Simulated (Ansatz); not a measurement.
```xyz
6

H     0.9900    0.0000    0.0000
H     0.4950    0.8574    0.0000
H    -0.4950    0.8574    0.0000
H    -0.9900    0.0000    0.0000
H    -0.4950   -0.8574    0.0000
H     0.4950   -0.8574    0.0000
```

Basis set: 6-31G (spherical functions). All electrons are correlated. Charge 0, multiplicity 1.

Computed with Ansatz (development build ahead of 0.2.0); each method stands on the lowest determinant of its kind that the runs found. Restricted open shells among the atoms or ions are ROHF, correlated in semicanonical orbitals with singles.

Problem. Give the atomization energy at this shape (free ground-state atoms in the same class of orbitals less the molecule, no zero-point energy) of singlet H₆ by RHF-MP2, RHF.

Solution.

```tsv
method	atomization energy
RHF-MP2	8.41 eV
RHF	6.57 eV
```

Caution: stretched shape with no unrestricted run beside it, a lower state can exist. Caution for RHF-MP2: bonds are stretched, where a single reference can fail.

This basis has no polarisation functions and is too small for such energies, which can lie far from measured ones in either direction.
